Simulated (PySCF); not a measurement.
# Worked example: entropy of an ideal gas

KF, SMILES [F][K].

Geometry optimised at PBE0-D3(BJ)/def2-TZVPD.

PBE0-D3(BJ)/def2-TZVPD (PySCF 2.14.0) gives the harmonic wavenumbers 414 cm⁻¹ and the rotational temperature 0.3915 K. The molar mass is 58.10 g/mol, the symmetry number 1, the spin multiplicity 1.

### Question
Work out the entropy at 298.15 K and 1 atm in the rigid-rotor, harmonic-oscillator model.

### Answer

Translation (Sackur–Tetrode at 1 atm): S = R[1.5 ln M + 2.5 ln T − 1.16487] = 159.4 J/(mol K).
Rotation: q = T/(σ θ) = 762, S = R[ln q + 1] = 63.5 J/(mol K).
Vibration: with u = 1.4388 ν/T, each mode gives R[u/(e^u − 1) − ln(1 − e^−u)]:
| ν (cm⁻¹) | modes | u | S (J/(mol K)) |
|---|---|---|---|
| 414 | 1 | 2.00 | 3.82 |
These are all the modes. Sum 3.8 J/(mol K).
Spin: R ln 1 = 0.0 J/(mol K).
Total 226.7 J/(mol K); the program's own thermochemistry gives 226.7. Translation makes up 70 % and vibration 2 %. Anharmonicity, hindered rotation and orbital degeneracy are left out.
